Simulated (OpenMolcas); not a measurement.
**Cr4+: effect of the active space**

```
Program             : OpenMolcas 26.06
Method              : SS-CASPT2 or its RAS form, IPEA 0.25 Eh, imaginary shift 0.1 Eh
Basis               : ANO-RCC-VTZP
Scalar Hamiltonian  : DKH2, point nucleus
Spin-orbit coupling : state interaction with AMFI integrals over the reference wave functions, term energies averaged over their components
```

A. 2 electrons in 5 orbitals (3d); 2S+1 = 3 even, 10 roots; 2S+1 = 1 even, 15 roots; closed shells correlated: 3s 3p; CASPT2 step of the order of 4 core-seconds
B. 8 electrons in 8 orbitals (RAS1 3p, at most 2 holes; RAS2 3d); 2S+1 = 3 even, 10 roots; 2S+1 = 1 even, 15 roots; closed shells correlated: 3s; CASPT2 step of the order of 14 core-seconds
C. 2 electrons in 10 orbitals (3d 4d); 2S+1 = 3 even, 10 roots; 2S+1 = 1 even, 15 roots; closed shells correlated: 3s 3p; CASPT2 step roughly 80 core-seconds

Energies in cm⁻¹ above 3d² ³F₂, the measured ground level; measured values from Sugar and Corliss, J. Phys. Chem. Ref. Data 6, 317 (1977).

```tsv
Level	A	B	C	Measured
3d² ³F₂	0.0	0.0	0.0	0.0
3d² ³F₃	509	534	511	508
3d² ³F₄	1157	1214	1162	1142
3d² ¹D₂	12920	13320	13250	13188
3d² ³P₀	16080	16100	16290	15492
3d² ³P₁	16260	16290	16470	15677
3d² ³P₂	16650	16700	16850	16041
3d² ¹G₄	22480	22320	22710	22019
3d² ¹S₀	52150	51470	52650	51146
```

Deviations, from unrounded energies. A percentage is the sum of absolute deviations over the sum of measured energies, with the sign that they share, or ± where signs differ.

```
                        Against measurement  Levels     A     B     C
             mean absolute deviation (cm-1)       8   440   340   590
      fine structure of the ground term (%)       2  +1.0  +5.9  +1.4
other terms of the ground configuration (%)       6  ±2.6  +2.0  +3.5
```

B lies closest to measurement on these levels and C furthest from it. The largest miss of B in the table is 3d² ³P₂, by +660 cm-1. The ranking rests on the paired levels alone, and a cruder setting can come out closer through cancelling errors.

The two smallest mean deviations differ by little beside CASPT2's spread within terms, so their order carries little weight.

Among A to C the level of the table that moves most is 3d² ¹S₀, by 1200 cm-1 (lowest in B, highest in C). Moves below CASPT2's spread within the term are not significant.

CASPT2 does not keep the components of a term degenerate, so their means are used; among the terms shown or strongly mixed into the levels shown the widest spread is 820 cm-1 (3d² ¹G, A). Active for correlation alone: 3p; no level in the range computed is led by a configuration that opens it, so any true level of that kind is missing (holds for B). Active for correlation alone: 4d; no level in the range computed is led by a configuration that fills it, so any true level of that kind is missing (holds for C). Measured partners are found by configuration, term and J. A level has none where our copy of the source lacks it or the pairing is in doubt (some pairs that miss far off the trend of their configuration count as doubtful), and it then counts in no deviation. Only configurations of the active space appear.
